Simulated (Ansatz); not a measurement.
`[SiH3]C[SiH2]C=S` + `C=C(F)CF` → `F[SiH2]C[SiH3]` + `C=C(C=S)CF`  (formal exchange of groups at the Si–C bond)

Gas-phase electronic energies from Ansatz, PBE0-D4/def2-TZVP geometries. CCSD(T)/CBS is the MP2 limit (def2-TZVPP, def2-QZVPP) plus CCSD(T) − MP2 in def2-TZVPP, frozen cores. DFT in def2-TZVPP. Each species was taken in one conformer, which may not be the lowest.

CCSD(T)/CBS gives -52.3 kcal/mol.

Q: Another level gave -48.4 kcal/mol. Which?
A. r2SCAN-D4/def2-TZVPP
B. MP2/def2-TZVPP
C. PBE-D4/def2-TZVPP
D. ωB97M-V/def2-TZVPP

A: C. PBE-D4 -48.4, r2SCAN-D4 -51.8, ωB97M-V -49.5, MP2/def2-TZVPP -54.9 kcal/mol.

Largest T1 diagnostic among the species: 0.015.

From PBE to PBE0 (25 % exact exchange), in def2-TZVPP and without D4, ΔE moves by −1.3 kcal/mol.
